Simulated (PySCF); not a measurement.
**Correlation energy of P⁺ (phosphorus, charge +1)**

[Ne] 3s2 3p2, high-spin 3P determinant. Calculation: PySCF 2.14, in def2-TZVPPD (6s5p4d1f, 48 functions); the non-relativistic Hamiltonian (point nucleus). Frozen: [Ne]; 4 electrons correlated.

```json
{"level": "CCSD", "correlation energy (mhartree)": "-82.77"}
{"level": "(T)", "correlation energy (mhartree)": "-2.34"}
{"level": "CCSD(T)", "correlation energy (mhartree)": "-85.11"}
{"level": "CCSDT", "correlation energy (mhartree)": "-85.81"}
```

Diagnostics: T1 = 0.010, D1 = 0.0253, largest double amplitude 0.103.

Problem. Is a single reference adequate?

Solution. Mostly. T1 lies below 0.03, but a double amplitude of this size points to a near-degeneracy that CCSD handles and MP2 describes poorly.
